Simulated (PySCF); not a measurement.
hydrogen iodide (HI), singlet, geometry from GFN2-xTB (core potentials on I); B3LYP/def2-SV(P) in PySCF.

PySCF was given this input:
```python
from pyscf import gto, scf, dft

mol = gto.Mole()
mol.atom = '''
    I    -0.000000   -0.000000   -0.029099
    H     0.000000    0.000000    1.542226
'''
mol.basis = 'def2-sv(p)'
mol.ecp = {'I': 'def2-sv(p)'}
mol.charge = 0
mol.spin = 0
mol.verbose = 4
mol.build()

mf = dft.RKS(mol)
mf.xc = 'b3lyp'
mf.DIIS = scf.EDIIS
mf.kernel()
mf.analyze()
```

The log (banner, timings and long lists left out):

```
PySCF version 2.14.0

[INPUT] verbose = 4
[INPUT] num. atoms = 2
[INPUT] num. electrons = 26
[INPUT] charge = 0
[INPUT] spin (= nelec alpha-beta = 2S) = 0
[INPUT] symmetry False subgroup None
[INPUT] Mole.unit = angstrom
[INPUT] Symbol           X                Y                Z      unit          X                Y                Z       unit  Magmom
[...]
nuclear repulsion = 8.41928326285142
number of shells = 12
number of NR pGTOs = 65
number of NR cGTOs = 28
basis = def2-sv(p)
ecp = {'I': 'def2-sv(p)'}

******** <class 'pyscf.dft.rks.RKS'> ********
method = RKS
initial guess = minao
damping factor = 0
level_shift factor = 0
DIIS = <class 'pyscf.scf.diis.EDIIS'>
diis_start_cycle = 1
diis_space = 8
diis_damp = 0
SCF conv_tol = 1e-09
SCF conv_tol_grad = None
SCF max_cycles = 50
direct_scf = True
direct_scf_tol = 1e-13
XC library pyscf.dft.libxc version 7.1.2
    S. Lehtola, C. Steigemann, M. J. T. Oliveira, and M. A. L. Marques,  SoftwareX 7, 1–5 (2018)
XC functionals = b3lyp
    P. J. Stephens, F. J. Devlin, C. F. Chabalowski, and M. J. Frisch,  J. Phys. Chem. 98, 11623 (1994)
radial grids:
    Treutler-Ahlrichs [JCP 102, 346 (1995); DOI:10.1063/1.469408] (M4) radial grids

becke partition: Becke, JCP 88, 2547 (1988); DOI:10.1063/1.454033
pruning grids: <function nwchem_prune>
grids dens level: 3
symmetrized grids: False
atomic radii adjust function: <function treutler_atomic_radii_adjust>
small_rho_cutoff = 0
Set gradient conv threshold to 3.16228e-05
Initial guess from minao.
tot grids = 31768
init E= -267.300537901379
[...]
cycle= 1 E= -297.003338258046  delta_E= -29.7  |g|= 2.85  |ddm|= 8.09
[...]
cycle= 2 E= -297.512148397448  delta_E= -0.509  |g|= 2.12  |ddm|=  7.3
[...]
cycle= 3 E= -298.383406096813  delta_E= -0.871  |g|= 0.0933  |ddm|= 3.38
[...]
cycle= 4 E= -298.383406095753  delta_E= 1.06e-09  |g|= 0.0933  |ddm|= 5.65e-08
[...]
cycle= 5 E= -298.383406096825  delta_E= -1.07e-09  |g|= 0.0933  |ddm|= 5.71e-08
[...]
cycle= 6 E= -298.383406096792  delta_E= 3.32e-11  |g|= 0.0933  |ddm|= 1.78e-09
[...]
cycle= 7 E= -298.38340609805  delta_E= -1.26e-09  |g|= 0.0933  |ddm|= 6.71e-08
[...]
cycle= 8 E= -298.383406096927  delta_E= 1.12e-09  |g|= 0.0933  |ddm|= 5.99e-08
[...]
cycle= 9 E= -298.383406094919  delta_E= 2.01e-09  |g|= 0.0933  |ddm|= 1.07e-07
[...]
cycle= 10 E= -298.356288945695  delta_E= 0.0271  |g|= 0.37  |ddm|= 0.567
[...]
cycle= 11 E= -298.382215842128  delta_E= -0.0259  |g|= 0.113  |ddm|= 0.74
[...]
cycle= 12 E= -298.385994981918  delta_E= -0.00378  |g|= 0.0659  |ddm|= 0.158
[...]
cycle= 13 E= -298.385994981806  delta_E= 1.12e-10  |g|= 0.0659  |ddm|= 1.23e-08
[...]
cycle= 14 E= -298.385994981973  delta_E= -1.67e-10  |g|= 0.0659  |ddm|= 1.8e-08
[...]
cycle= 15 E= -298.385994981753  delta_E= 2.2e-10  |g|= 0.0659  |ddm|= 2.37e-08
[...]
cycle= 16 E= -298.385994981856  delta_E= -1.03e-10  |g|= 0.0659  |ddm|= 1.13e-08
[...]
cycle= 17 E= -298.385994981834  delta_E= 2.15e-11  |g|= 0.0659  |ddm|= 2.33e-09
[...]
cycle= 18 E= -298.385994980809  delta_E= 1.03e-09  |g|= 0.0659  |ddm|= 1.11e-07
[...]
cycle= 19 E= -298.386189880284  delta_E= -0.000195  |g|= 0.0538  |ddm|= 0.181
[...]
cycle= 20 E= -298.386782481034  delta_E= -0.000593  |g|= 0.0202  |ddm|= 0.102
[...]
cycle= 21 E= -298.386924879094  delta_E= -0.000142  |g|= 0.00733  |ddm|= 0.0172
[...]
cycle= 22 E= -298.386924879096  delta_E= -2.27e-12  |g|= 0.00733  |ddm|= 4.29e-09
[...]
cycle= 23 E= -298.386924879011  delta_E= 8.56e-11  |g|= 0.00733  |ddm|= 2.74e-08
[...]
cycle= 24 E= -298.386924879217  delta_E= -2.07e-10  |g|= 0.00733  |ddm|= 4.81e-08
[...]
cycle= 25 E= -298.386924879092  delta_E= 1.25e-10  |g|= 0.00733  |ddm|= 2.88e-08
[...]
cycle= 26 E= -298.386924879036  delta_E= 5.64e-11  |g|= 0.00733  |ddm|= 1.8e-08
[...]
cycle= 27 E= -298.386904345316  delta_E= 2.05e-05  |g|= 0.0139  |ddm|= 0.0245
[...]
cycle= 28 E= -298.386916891587  delta_E= -1.25e-05  |g|= 0.00974  |ddm|= 0.0352
[...]
cycle= 29 E= -298.386946594528  delta_E= -2.97e-05  |g|= 0.00038  |ddm|= 0.0155
[...]
cycle= 30 E= -298.386946594596  delta_E= -6.83e-11  |g|= 0.00038  |ddm|= 3.09e-07
[...]
cycle= 31 E= -298.386946594526  delta_E= 6.97e-11  |g|= 0.00038  |ddm|= 3.34e-07
[...]
cycle= 32 E= -298.386946594522  delta_E= 4.6e-12  |g|= 0.00038  |ddm|= 6.91e-08
[...]
cycle= 33 E= -298.386946594507  delta_E= 1.45e-11  |g|= 0.00038  |ddm|= 1.59e-07
[...]
cycle= 34 E= -298.386946594569  delta_E= -6.22e-11  |g|= 0.00038  |ddm|= 4.16e-07
[...]
cycle= 35 E= -298.386942144516  delta_E= 4.45e-06  |g|= 0.00344  |ddm|= 0.00406
[...]
cycle= 36 E= -298.386945054446  delta_E= -2.91e-06  |g|= 0.00261  |ddm|= 0.00651
[...]
cycle= 37 E= -298.386946275665  delta_E= -1.22e-06  |g|= 0.000973  |ddm|= 0.00516
[...]
cycle= 38 E= -298.386946536042  delta_E= -2.6e-07  |g|= 0.000547  |ddm|= 0.000887
[...]
cycle= 39 E= -298.386946530375  delta_E= 5.67e-09  |g|= 0.000557  |ddm|= 3.95e-05
[...]
cycle= 40 E= -298.386946524003  delta_E= 6.37e-09  |g|= 0.00057  |ddm|= 2.57e-05
[...]
cycle= 41 E= -298.386946518889  delta_E= 5.11e-09  |g|= 0.000581  |ddm|= 1.51e-05
[...]
cycle= 42 E= -298.38694653237  delta_E= -1.35e-08  |g|= 0.000578  |ddm|= 0.000252
[...]
cycle= 43 E= -298.386946535766  delta_E= -3.4e-09  |g|= 0.000547  |ddm|= 0.000199
[...]
cycle= 44 E= -298.38694656462  delta_E= -2.89e-08  |g|= 0.000619  |ddm|= 0.00145
[...]
cycle= 45 E= -298.386946622875  delta_E= -5.83e-08  |g|= 0.000298  |ddm|= 0.00134
[...]
cycle= 46 E= -298.386946647372  delta_E= -2.45e-08  |g|= 0.000102  |ddm|= 0.000313
[...]
cycle= 47 E= -298.386946648159  delta_E= -7.87e-10  |g|= 8.64e-05  |ddm|= 4.16e-05
[...]
cycle= 48 E= -298.386946648638  delta_E= -4.79e-10  |g|= 7.73e-05  |ddm|= 2.17e-05
[...]
cycle= 49 E= -298.386946649617  delta_E= -9.79e-10  |g|= 6.11e-05  |ddm|= 2.96e-05
[...]
cycle= 50 E= -298.386946650022  delta_E= -4.06e-10  |g|= 4.91e-05  |ddm|= 7.31e-05
SCF not converged.
SCF energy = -298.386946650022
**** SCF Summaries ****
Total Energy =                        -298.386946650022196
Nuclear Repulsion Energy =               8.419283262851415
One-electron Energy =                 -535.176394183380239
Two-electron Energy =                  228.370164270506649
Two-electron Coulomb Energy =          251.050805239055933
DFT Exchange-Correlation Energy =      -22.680640968549291
HOMO-LUMO gap [eV] =                     6.802164683126834
**** MO energy ****
[...]
Dipole moment(X, Y, Z, Debye):  0.00000,  0.00000,  0.59846
```

The run did not converge; its last values are not results.
